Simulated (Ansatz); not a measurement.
Basis sets compared for the cluster Sn₄Se₄. Charge 0, multiplicity 1. Geometry PBE-D4/def2-SVP. Ansatz on 4 threads of Arm Neoverse V1 on a shared host; times are rough, and most runs start from earlier orbitals.

Cartesian coordinates in Å:
```
Sn -0.596 -2.190 0.636
Sn 2.348 0.189 -0.061
Sn -0.881 0.465 -2.136
Sn -0.871 1.536 1.561
Se 0.917 -0.484 2.223
Se 0.620 2.280 -0.662
Se 0.907 -1.600 -1.625
Se -2.445 -0.197 0.064
```

In the def2 sets Sn takes a core potential, while STO-3G treats all electrons; there is no spin–orbit coupling. The structure comes from a short search, and lower isomers may exist.

STO-3G and 6-31G are all-electron sets without relativity, so their totals don't compare with the def2 sets.

Binding counts from free atoms (Sn triplet, Se triplet) in the same basis, without a counterpoise term.

```
           level  functions  energy (Eh)  HOMO (eV)  LUMO (eV)  binding per atom (eV)  wall time
       HF/STO-3G        180  -33347.8570      -4.74       5.06                   3.14       13 s
 PBE-D4/def2-SVP        232  -10461.2732      -5.26      -2.75                   3.32        8 s
PBE0-D4/def2-SVP        232  -10461.5910      -6.14      -2.17                   3.16       20 s
```

(1) Estimate the rows for HF/def2-TZVP, PBE-D4/def2-TZVP, PBE0-D4/def2-TZVP.

Results:

(1) 
```csv
level,functions,energy (Eh),HOMO (eV),LUMO (eV),binding per atom (eV),wall time
HF/def2-TZVP,392,-10453.1796,-7.93,0.35,1.74,44 s
PBE-D4/def2-TZVP,392,-10462.4734,-5.29,-2.79,3.32,19 s
PBE0-D4/def2-TZVP,392,-10462.7898,-6.14,-2.20,3.18,58 s
```
